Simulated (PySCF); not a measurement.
From one molecule to another.

First species: C7H8O3.
SMILES: `C[C@@H](O)c1ccc(=O)oc1`

Second species: C7H10NP.
Numbering: `[CH3:1][CH2:2][PH:3][c:4]1[cH:5][cH:6][n:7][cH:8][cH:9]1` (hydrogens: H10, H11, H12 on C1; H13, H14 on C2; H15 on P3; H16 on C5; H17 on C6; H18 on C8; H19 on C9)

Levels: PBE0/pcSseg-1 for dipole moment, HOMO energy, LUMO energy and HOMO–LUMO gap; GFN2-xTB for rotational constant A and rotational constant C. Geometries: GFN2-xTB. Each structure is a single optimised conformer of the isolated species, non-relativistic unless stated. Electronic properties by PySCF.

The conformers computed, where there is a choice (atom-mapped SMILES and torsion angles):
- `[CH3:1][C@@H:2]([OH:3])[c:4]1[cH:5][cH:6][c:7](=[O:8])[o:9][cH:10]1`: C1–C2–C4–C5 -76°, H–O3–C2–C1 -179°
- `[CH3:1][CH2:2][PH:3][c:4]1[cH:5][cH:6][n:7][cH:8][cH:9]1`: C1–C2–P3–C4 -168°, C2–P3–C4–C5 -70°

Task: Which of the two has the higher dipole moment, and by how much?

Result: The first: 4.23 D against 2.46 D, a difference of 1.77 D.

Task: Which has the higher rotational constant C?

Result: The first: 0.717 GHz against 0.674 GHz, a difference of 0.043 GHz.

Task: Which has the higher rotational constant A?

Result: The second: 3.659 GHz against 3.467 GHz, a difference of 0.192 GHz.

Task: Which of the two has the higher HOMO–LUMO gap, and by how much?

Result: The second: 6.05 eV against 5.15 eV, a difference of 0.90 eV.

Task: Which has the higher LUMO energy?

Result: The second: -0.96 eV against -1.84 eV, a difference of 0.88 eV.

On the first: In atomic units the dipole is 1.66 e·bohr (1 au = 2.5417 D).

On the second: The dipole equals about 8.2 × 10⁻³⁰ C·m (1 D = 3.33564 × 10⁻³⁰ C·m). A dipole of 2.46 D is allowed in C1, and pure rotational transitions are dipole-allowed.
